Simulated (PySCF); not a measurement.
W(O)(NH)(Cl)2 (Cl2HNOW), SMILES [NH]=[W](=[O])([Cl])[Cl], multiplicity 1. Geometry: PBE0-D3(BJ)/def2-SVP. The multiplicity is an assumed one; no other spin state was optimised. The structure was generated by enumeration; whether it is a known compound was not checked. The def2 effective core potentials stand for the cores of W; spin–orbit coupling is left out.

Method: PBE0-D3(BJ)/def2-SVP (PySCF).

Harmonic wavenumbers (cm⁻¹): 108, 160, 213, 220, 319, 407, 418, 544, 669, 1016, 1059, 3645. Rotational constants (GHz): 2.678, 1.548, 1.283; symmetry number 1.

### Question
Work out the zero-point energy and the ideal-gas rigid-rotor harmonic-oscillator thermochemistry at 298.15 K and 1 atm.

### Answer
ZPE = ½ Σ hcν = ½ × 8778 cm⁻¹ = 12.55 kcal/mol. H − E(el) = 17.30 kcal/mol. Entropy in cal/(mol K): translation 42.85, rotation 28.49, vibration 14.05, total 85.39. G − E(el) = -8.16 kcal/mol. Cp = 22.66 cal/(mol K). Modes under 150 cm⁻¹ make the vibrational entropy uncertain.
